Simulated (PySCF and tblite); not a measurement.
Values are calculated unless marked as measured or tabulated.
System: C5H6ClNO, numbered as in [CH2:1]=[CH:2][NH:3][C:4](=[O:5])/[CH:6]=[CH:7]/[Cl:8].

Motion: rotation about the C2–N3 bond (torsion C1–C2–N3–C4 from 180° to 359°, rising). GFN2-xTB gives an electronic barrier of 8.7 kcal/mol and a reaction energy of 3.0 kcal/mol.

What does PBE0/pcSseg-1 + D3(BJ) give on GFN2-xTB geometries?

A barrier of 8.8 kcal/mol, 0.1 above the tight-binding barrier (from unrounded values), a reaction energy of 2.1 kcal/mol and, with GFN2-xTB thermal terms, ΔG‡(298 K) = 8.2 kcal/mol and k = 1.2×10⁷ s⁻¹ (2 equivalent paths).

Programs: tblite and PySCF.
